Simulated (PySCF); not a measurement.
B(Cl)(Me)(OH) (CH₄BClO), SMILES CB(O)Cl. Coordinates come from a B3LYP-D3(BJ)/def2-SVP optimisation. The values are those of a single conformer.

These are PySCF with B3LYP-D3(BJ)/def2-SVP values and carry that method's errors.

Harmonic wavenumbers (cm⁻¹): 82, 288, 379, 426, 605, 637, 853, 885, 949, 1170, 1316, 1401, 1436, 1458, 3033, 3104, 3136, 3829. Rotational constants (GHz): 8.634, 4.465, 2.998; symmetry number 1.

Problem. Work out the zero-point energy and the ideal-gas rigid-rotor harmonic-oscillator thermochemistry at 298.15 K and 1 atm.

Solution. ZPE = ½ Σ hcν = ½ × 24986 cm⁻¹ = 149.45 kJ/mol. H − E(el) = 165.49 kJ/mol. Entropy in J/(mol K): translation 163.13, rotation 106.42, vibration 36.11, total 305.66. G − E(el) = 74.36 kJ/mol. Cp = 78.19 J/(mol K). Modes under 150 cm⁻¹ make the vibrational entropy uncertain.
